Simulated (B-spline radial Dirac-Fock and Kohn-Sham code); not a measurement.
## Characteristic X-ray lines: Pr³⁴⁺

System: praseodymium as Pr³⁴⁺, configuration [Ar] 3d7.

Input of the calculation (task.json; shells as n, l, electrons):

```json
{"items": [{
  "Z": 59,
  "q": 34,
  "cfg": [[1, 0, 2], [2, 0, 2], [2, 1, 6], [3, 0, 2], [3, 1, 6], [3, 2, 7]],
  "A": 141,
  "rrms": 4.8919,
  "do": ["binding"]
}]}
```

Command: `python xray_run.py task.json out`

The computed values come from an atomic code on a B-spline grid: relaxed Dirac-Fock hole states (ΔSCF) with Breit and QED corrections and a finite nucleus. A line energy is the difference of two single-hole energies; the list is a selection of electric-dipole transitions between resolved j subshells. Electron correlation is not included.

```tsv
line	energy (eV)	wavelength (Å)
K-M3	40955.7	0.30273
K-M2	40849.7	0.30351
K-L3	36065.7	0.34377
K-L2	35585.0	0.34842
L1-M3	5759.6	2.1527
L1-M2	5653.6	2.1930
L2-M1	5102.3	2.4300
L3-M1	4621.5	2.6828
```
